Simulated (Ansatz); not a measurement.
Species: C₄H₁₀Cl₂Si (charge 0, singlet). 
Geometry from a B3LYP-D3(BJ)/def2-TZVP (Ansatz, an electronic-structure program) optimisation:
```xyz
17

C     -1.9974    -1.6848     0.8674
C     -1.3067    -1.1572    -0.3964
Si    -0.0035     0.1301    -0.0575
Cl    -0.9120     1.8010     0.7642
Cl     0.8460     0.6858    -1.8636
C      1.3487    -0.4266     1.0967
C      2.0868    -1.6848     0.6223
H     -1.2850    -2.1579     1.5463
H     -2.7554    -2.4291     0.6180
H     -2.4899    -0.8795     1.4145
H     -0.8242    -1.9735    -0.9428
H     -2.0369    -0.7215    -1.0831
H      2.0453     0.4062     1.2225
H      0.8923    -0.5927     2.0774
H      2.5537    -1.5262    -0.3508
H      1.4095    -2.5361     0.5291
H      2.8720    -1.9670     1.3256
```

Quantity: atomisation energy (electronic, to ground-state atoms), in kcal/mol. Cores are frozen in the correlated levels unless marked. UHF or UKS for open shells. Spin-orbit coupling is left out. No relativistic terms. The coupled-cluster limit lacks core correlation, which all-electron functionals hold. Basis-set limits of correlation are two-point, X^-3; Hartree-Fock from the larger set. [CCSD(T)-MP2]/basis is that difference in the basis named.

| level | program | atomisation energy (kcal/mol) | minus last row |
|---|---|---|---|
| HF/6-31G | Ansatz | 1089.1 | -467.8 |
| HF/cc-pV(D+d)Z | Ansatz | 1164.3 | -392.6 |
| HF/aug-cc-pV(T+d)Z | Ansatz | 1184.8 | -372.1 |
| HF/cc-pV(T+d)Z | Ansatz | 1184.8 | -372.1 |
| PBE-D4/def2-TZVPD | Ansatz + dftd4 | 1575.7 | 18.8 |
| PBE0-D4/def2-TZVP | Ansatz + dftd4 | 1562.8 | 5.9 |
| PBE0/def2-QZVPP | Ansatz | 1554.5 | -2.4 |
| BHLYP-D4/def2-TZVPD | Ansatz + dftd4 | 1521.8 | -35.1 |
| BHLYP/def2-TZVPD | Ansatz | 1507.4 | -49.5 |
| r2SCAN0/def2-TZVPD | Ansatz | 1543.6 | -13.3 |
| LC-wPBE-D4/def2-TZVPD | Ansatz + dftd4 | 1560.2 | 3.3 |
| wB97X/def2-TZVPD | Ansatz | 1554.0 | -2.9 |
| B2GP-PLYP-D3(BJ)/def2-TZVPD | Ansatz + dftd3 | 1538.8 | -18.1 |
| B2GP-PLYP-D4/def2-TZVPD | Ansatz + dftd4 | 1535.2 | -21.7 |
| B2PLYP-D3(BJ)/def2-TZVPD | Ansatz + dftd3 | 1539.7 | -17.2 |
| B2PLYP-D4/def2-TZVPD | Ansatz + dftd4 | 1537.8 | -19.1 |
| MP2/6-31G | Ansatz | 1301.0 | -255.9 |
| MP2/6-31G* | Ansatz | 1430.2 | -126.7 |
| RI-MP2/aug-cc-pV(T+d)Z | Ansatz | 1546.9 | -10.0 |
| CCSD/cc-pV(D+d)Z | Ansatz | 1427.3 | -129.6 |
| RI-MP2/CBS(aug-cc-pV(T+d)Z,aug-cc-pV(Q+d)Z)+[CCSD(T)-MP2]/aug-cc-pV(T+d)Z | Ansatz | 1556.9 | 0.0 |
